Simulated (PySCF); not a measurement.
Pb+: ionisation energy

Pb+ [Xe] 4f14 5d10 6s2 6p1 (2P) → Pb(2+) [Xe] 4f14 5d10 6s2 (1S), as a difference of total energies. Computed with PySCF 2.14 in x2c-TZVPPall with one added diffuse shell each of s, p, d, f type (12s8p7d4f, 99 functions), with the spin-free X2C one-electron Hamiltonian (Gaussian nucleus). Correlated levels: valence: [Xe] 4f14 5d10 frozen; valence and next inner shell: [Kr] 4d10 4f14 frozen. The calculations carry no spin-orbit coupling.

```
                                method  ionisation energy (eV)  error (eV)
                                   UHF                  13.237      -0.632
                                   LDA                  13.960      +0.091
                                   PBE                  13.757      -0.112
                                  PBE0                  13.783      -0.086
                                r2SCAN                  13.847      -0.022
                                B2PLYP                  13.655      -0.214
                                 TPSSh                  13.682      -0.187
                               r2SCAN0                  13.889      +0.020
                         MP2 (valence)                  13.411      -0.458
                     SCS-MP2 (valence)                  13.397      -0.472
    MP2 (valence and next inner shell)                  13.573      -0.296
SCS-MP2 (valence and next inner shell)                  13.477      -0.392
```

Reference: 13.869 eV (measured; NIST levels, between the centres of gravity of the two terms).

Errors of the correlated levels include the incompleteness of this basis and the frozen core.
